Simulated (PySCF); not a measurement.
Cu(OH)2 (CuH2O2), SMILES [OH][Cu][OH] (connectivity only; charge and spin as stated), neutral, multiplicity 2. Atoms are numbered in the order given.

```xyz
5

Cu     0.0000     0.0000    -0.0031
O      0.0000     1.7388    -0.0879
H      0.0000     2.2126     0.7480
O      0.0000    -1.7388    -0.0879
H      0.0000    -2.2126     0.7480
```
Charge 0, spin multiplicity 2.

Geometry optimised at PBE0-D3(BJ)/def2-TZVP. The spin state was assumed, not searched. One conformer was computed; it need not be the lowest.

These are TDA-PBE/def2-SVPD (PySCF) values and carry that method's errors.

Vertical excitations. The molecule is in vacuum.

Computed excitation energies, oscillator strengths and character:
| state | energy (eV) | λ (nm) | f | main pairs |
|---|---|---|---|---|
| root 1 | 0.78 | 1587 | 0.000 | β HOMO→LUMO 99 % |
| root 2 | 1.02 | 1220 | 0.000 | β HOMO−1→LUMO 100 % |
| root 3 | 1.83 | 676 | 0.000 | β HOMO−4→LUMO 99 % |
| root 4 | 1.84 | 672 | 0.000 | β HOMO−3→LUMO 95 % |
| root 5 | 2.60 | 477 | 0.000 | β HOMO−5→LUMO 100 % |
| root 6 | 3.15 | 394 | 0.216 | β HOMO−2→LUMO 82 % |
| root 7 | 3.27 | 379 | 0.000 | β HOMO−7→LUMO 100 % |
| root 8 | 4.58 | 271 | 0.000 | α HOMO→LUMO 6 %, β HOMO−6→LUMO 73 %, β HOMO→LUMO+1 11 % |
| root 9 | 4.98 | 249 | 0.000 | α HOMO→LUMO 48 %, β HOMO→LUMO+1 50 % |
| root 10 | 5.32 | 233 | 0.003 | α HOMO−2→LUMO 24 %, β HOMO−1→LUMO+1 75 % |
Unrestricted roots are not spin-pure.
